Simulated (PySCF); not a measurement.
How methods differ on the excitation energy of In+

In+ [Kr] 4d10 5s2 (1S) → In+ [Kr] 4d9 5s2 5p1 (high-spin determinant), as a difference of total energies. All numbers are calculated (PySCF 2.14, scalar relativity by spin-free X2C-1e, in ANO-RCC-VTZP). Correlated levels: valence and next inner shell: [Ar] 3d10 frozen. The calculations carry no spin-orbit coupling.

```csv
method,excitation energy (cm⁻¹)
UHF,145860
MP2 (valence and next inner shell),156600
SCS-MP2 (valence and next inner shell),155160
CCSD (valence and next inner shell),153790
CCSD(T) (valence and next inner shell),146560
```

A first-order spin-orbit estimate (lowest level to lowest level, LS coupling) adds -0.209 eV.

The upper state lies above the first ionisation limit, where it may autoionise and the basis confines it.

The basis was made for the ground configuration and has no added diffuse functions, so the excitation energy can come out too high.

The coupled-cluster amplitudes are large for the upper state (T1 above 0.03 or a double amplitude above 0.15), so a single reference is strained.

The determinant of the upper state mixes LS terms, which raises its energy above the lowest term, most at the Hartree-Fock and MP2 levels.
